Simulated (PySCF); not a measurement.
SMILES c1(ccc[se]1)[SiH2]c1occc1 (C8H8OSeSi) (GFN2-xTB optimised geometry):

```
19

C     -1.676     3.273     0.001
C     -2.137     1.991     0.006
O     -1.116     1.128     0.007
C      0.037     1.838     0.002
Si     1.655     0.890     0.003
C      1.190    -0.928     0.000
C      2.062    -1.979     0.000
C      1.483    -3.267     0.000
C      0.126    -3.267     0.000
Se    -0.578    -1.557     0.000
C     -0.267     3.173    -0.002
H     -2.263     4.169    -0.001
H     -3.129     1.585     0.010
H      2.424     1.227     1.209
H      2.429     1.232    -1.199
H      3.129    -1.828     0.000
H      2.074    -4.169     0.000
H     -0.508    -4.136     0.001
H      0.437     3.979    -0.006
```

Calculation: CAM-B3LYP/def2-SVP (PySCF 2.14.0).

Q: What are the frontier orbital energies and the dipole moment?

A: HOMO-2 -8.01 eV, HOMO-1 -7.87 eV, HOMO -7.85 eV, LUMO 0.42 eV, LUMO+1 1.21 eV; dipole moment 0.87 D.

Meta-Löwdin charges at CAM-B3LYP/def2-SVP: C1 -0.17, C2 0.05, O3 -0.23, C4 -0.08, Si5 0.65, C6 -0.37, C7 -0.11, C8 -0.13, C9 -0.26, Se10 0.32, C11 -0.15, H12 0.12, H13 0.12, H14 -0.11, H15 -0.11, H16 0.10, H17 0.11, H18 0.12, H19 0.12.
